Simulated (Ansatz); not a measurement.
C2H6BrFSi (`C[SiH2]C(F)Br`), relaxed with RKS PBE-D4/def2-SVP in the Gaussian-basis code of Ansatz from a rough embedded geometry. The force threshold is 0.03 eV/Å; the program also tests the step.

The species carries charge 0 and has multiplicity 1.

Start:

```xyz
11

C     0.961   -0.342    1.140
Si   -0.481    0.414    0.401
C    -0.715   -0.051   -1.340
F    -0.751   -1.327   -1.551
Br    0.716    0.700   -2.452
H     1.944   -0.072    0.645
H     0.945   -1.458    1.060
H     1.112   -0.096    2.184
H    -0.379    1.868    0.524
H    -1.686    0.015    1.180
H    -1.666    0.349   -1.791
```

Q: By how much does the energy fall, and how many steps does the optimiser take? (Best estimate.)

A: Computed: 0.48 eV, in 6 steps.

Q: Which bonds change most? (Estimate.)

A: The calculation gave: Si2–C3 from 1.817 to 1.926 Å; C1–Si2 from 1.788 to 1.879 Å; C3–F4 from 1.293 to 1.374 Å; Si2–H9 from 1.463 to 1.503 Å.

Q: Give the relaxed structure. (An estimate is asked.)

A: The calculation gave: 
```xyz
11

C     1.039   -0.361    1.132
Si   -0.516    0.464    0.474
C    -0.749   -0.041   -1.369
F    -0.839   -1.409   -1.469
Br    0.818    0.603   -2.411
H     1.936    0.026    0.609
H     0.980   -1.454    0.959
H     1.155   -0.185    2.220
H    -0.467    1.965    0.538
H    -1.740   -0.025    1.203
H    -1.618    0.417   -1.885
```
